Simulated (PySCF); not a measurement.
PySCF input file for Ge(H)3(PH2) (GeH5P), SMILES [PH2][GeH3], C-PCM-ωB97X/def2-SVP. Geometry: B3LYP-D3(BJ)/def2-TZVP.

```python
import numpy as np
from pyscf import gto, scf, dft
from pyscf.solvent import pcm

mol = gto.M(
    atom='''
    Ge   -0.73968513   -0.00322891   -0.00000000
    P     1.59749456    0.11900395   -0.00000000
    H    -1.25638448    0.72595113    1.25233437
    H    -1.25638449    0.72595108   -1.25233440
    H    -1.27404372   -1.44679396    0.00000004
    H     1.74715922   -0.84342106    1.03231567
    H     1.74715921   -0.84342111   -1.03231563
    ''',
    basis='def2-SVP',
    charge=0,
    spin=0,
    max_memory=1600,
    verbose=3,
)
mf = dft.RKS(mol, xc='wb97x').density_fit(auxbasis='def2-universal-jkfit')
mf.grids.level = 3
mf.conv_tol = 1e-9
mf.max_cycle = 100
mf.kernel()
res = {}
for name, eps in {'water': 78.355, 'cyclohexanone': 15.619, '1-octanol': 9.8629}.items():
    s = mf.PCM()
    s.with_solvent.method, s.with_solvent.eps, s.with_solvent.lebedev_order = 'C-PCM', eps, 29
    s.kernel(mf.make_rdm1())
    res[name] = (s.e_tot, eps, s.dip_moment(), s.mo_energy, s.converged)
    print(f'{name}: electrostatic solvation free energy {(s.e_tot - mf.e_tot) * 627.509474:.3f} kcal/mol')
```

It prints:

```
converged SCF energy = -2421.02119895979

WARN: PCM is an experimental feature. It is still in testing.
Features and APIs may be changed in the future.

converged SCF energy = -2421.02318230036
Dipole moment(X, Y, Z, Debye): -0.55528, -1.13212,  0.00000
water: electrostatic solvation free energy -1.245 kcal/mol

WARN: PCM is an experimental feature. It is still in testing.
Features and APIs may be changed in the future.

converged SCF energy = -2421.02306106736
Dipole moment(X, Y, Z, Debye): -0.54584, -1.10907,  0.00000
cyclohexanone: electrostatic solvation free energy -1.168 kcal/mol

WARN: PCM is an experimental feature. It is still in testing.
Features and APIs may be changed in the future.

converged SCF energy = -2421.02297429451
Dipole moment(X, Y, Z, Debye): -0.53918, -1.09285,  0.00000
1-octanol: electrostatic solvation free energy -1.114 kcal/mol
```

Self-consistency was reached.

Cost: around 20 core-seconds (rough).
